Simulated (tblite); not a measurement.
C5H11NOSi.
Numbering: `[CH3:1][NH:2][C:3](=[O:4])[CH2:5]/[CH:6]=[CH:7]\[SiH3:8]` (hydrogens: H9, H10, H11 on C1; H12 on N2; H13, H14 on C5; H15 on C6; H16 on C7; H17, H18, H19 on Si8)

Computed with GFN2-xTB (tblite), gas phase: L-BFGS steps from a force-field or distance-geometry start until the largest atomic force falls under 0.01 eV/Å.

Step 22: E = -680.4364 eV
```
atom  x, y, z in Å  |  force x, y, z in eV/Å
C1      2.8128    1.0036   -0.3667   -0.022   0.012   0.010
N2      1.6496    0.2731    0.0832   -0.048  -0.027  -0.002
C3      1.1401   -0.7441   -0.6461   -0.002  -0.012  -0.046
O4      1.6470   -1.1250   -1.6771    0.040  -0.073  -0.040
C5     -0.1251   -1.3662   -0.0574   -0.047   0.053   0.011
C6     -1.3145   -0.7799   -0.7521    0.018   0.024   0.001
C7     -2.2280    0.0018   -0.1857    0.040   0.030  -0.019
Si8    -2.3249    0.5849    1.6025    0.005  -0.037  -0.044
H9      3.2312    1.5645    0.4640    0.037  -0.009   0.028
H10     3.5459    0.2897   -0.7409    0.002  -0.002  -0.010
H11     2.5653    1.6909   -1.1792   -0.032   0.029  -0.009
H12     1.1255    0.6376    0.8605   -0.020   0.036   0.020
H13    -0.0822   -2.4424   -0.2464   -0.012   0.070  -0.007
H14    -0.1813   -1.1783    1.0130    0.006  -0.057   0.061
H15    -1.3693   -1.0192   -1.8095   -0.008  -0.014   0.049
H16    -3.0325    0.3567   -0.8228    0.052  -0.023   0.016
H17    -3.1933    1.7634    1.6167    0.008  -0.015   0.040
H18    -1.0145    0.9730    2.1532   -0.004   0.011  -0.051
H19    -2.8616   -0.4749    2.4601   -0.013   0.004  -0.007
```

Step 23: E = -680.4377 eV
```
atom  x, y, z in Å  |  force x, y, z in eV/Å
C1      2.8095    1.0045   -0.3661   -0.036  -0.006   0.003
N2      1.6450    0.2749    0.0835   -0.036  -0.015   0.006
C3      1.1396   -0.7464   -0.6425   -0.007  -0.010  -0.043
O4      1.6516   -1.1308   -1.6699    0.022  -0.084  -0.026
C5     -0.1285   -1.3659   -0.0543    0.019   0.049   0.006
C6     -1.3131   -0.7770   -0.7531    0.021  -0.024   0.011
C7     -2.2263    0.0037   -0.1867    0.054   0.049  -0.026
Si8    -2.3196    0.5827    1.6006   -0.007  -0.028  -0.004
H9      3.2326    1.5598    0.4667    0.036  -0.024   0.006
H10     3.5362    0.2883   -0.7493    0.004   0.014   0.009
H11     2.5601    1.6956   -1.1748   -0.027   0.041  -0.003
H12     1.1168    0.6443    0.8557   -0.020   0.035   0.021
H13    -0.0842   -2.4429   -0.2413   -0.027   0.086   0.001
H14    -0.1854   -1.1738    1.0162    0.005  -0.074   0.027
H15    -1.3688   -1.0185   -1.8094    0.002  -0.011   0.027
H16    -3.0261    0.3637   -0.8243    0.009  -0.012  -0.007
H17    -3.1896    1.7607    1.6146    0.015  -0.023   0.051
H18    -1.0076    0.9698    2.1495   -0.015   0.015  -0.050
H19    -2.8522   -0.4834    2.4541   -0.012   0.020  -0.007
```

Q: Estimate the geometry and energy of step 24. (The exact step hangs on the optimiser's Hessian estimate; all steps are aligned on step 23, rigid shifts and turns removed.)

A: E = -680.4391 eV, largest force 0.087 eV/Å
```
atom  x, y, z in Å  |  force x, y, z in eV/Å
C1      2.8059    1.0054   -0.3655   -0.040  -0.017  -0.006
N2      1.6403    0.2762    0.0836   -0.011   0.007   0.004
C3      1.1392   -0.7488   -0.6403   -0.004  -0.005  -0.024
O4      1.6563   -1.1379   -1.6637   -0.004  -0.077   0.007
C5     -0.1314   -1.3647   -0.0512    0.077   0.031   0.002
C6     -1.3114   -0.7743   -0.7537    0.018  -0.056   0.018
C7     -2.2238    0.0064   -0.1880    0.055   0.061  -0.028
Si8    -2.3150    0.5804    1.5987   -0.015  -0.009   0.032
H9      3.2346    1.5551    0.4693    0.025  -0.040  -0.019
H10     3.5274    0.2873   -0.7568   -0.003   0.031   0.025
H11     2.5548    1.7006   -1.1707   -0.018   0.042   0.013
H12     1.1086    0.6509    0.8515   -0.016   0.022   0.005
H13    -0.0865   -2.4417   -0.2368   -0.037   0.075   0.002
H14    -0.1886   -1.1713    1.0200    0.008  -0.075  -0.010
H15    -1.3685   -1.0183   -1.8084    0.013  -0.012  -0.002
H16    -3.0199    0.3697   -0.8256   -0.032   0.001  -0.033
H17    -3.1861    1.7578    1.6138    0.017  -0.027   0.060
H18    -1.0014    0.9672    2.1446   -0.021   0.018  -0.044
H19    -2.8443   -0.4909    2.4483   -0.011   0.029  -0.004
```

The energy changes by -0.0014 eV. The first-order estimate −F·Δx gives -0.0019 eV and the mean of the old and new forces, exact on a quadratic surface, -0.0014 eV. The step makes an angle of 75° with the force vector and moves no atom by more than 0.012 Å.

What follows is the cost of the whole relaxation. The run took 0.78 s wall on an Arm Neoverse V1 with one thread (shared host).
